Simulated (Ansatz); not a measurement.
Program: Ansatz. Geometries: PBE0-D4/def2-TZVP. ΔE: electronic, gas phase. CCSD(T)/CBS adds triple-zeta CCSD(T) − MP2 to the extrapolated MP2 energy (def2 sets, frozen cores). This one scheme is used for every species. DFT in def2-TZVPP. One conformer a species, not always the lowest.

Consider the silylene formation by 1,1-elimination: `C[SiH](O)S` → `C[Si]O` + H₂S.

| level | ΔE (kcal/mol) |
| --- | --- |
| r2SCANh-D4 | 66.2 |
| PBE | 58.1 |
| BLYP | 51.5 |
| CCSD/def2-TZVPP | 59.4 |

Question: What does CCSD(T)/CBS give? (Best estimate.)

Answer: Ansatz gave: +61.5 kcal/mol. The listed levels differ from it by 4.7, -3.4, -10.0, -2.1 kcal/mol.

Largest T1 diagnostic among the species: 0.014.

At CCSD(T), def2-SVP lies −5.5 kcal/mol from the extrapolated value and def2-TZVPP −1.7 kcal/mol. From r2SCAN to r2SCAN0 (25 % exact exchange), in def2-TZVPP and without D4, ΔE moves by +1.4 kcal/mol.
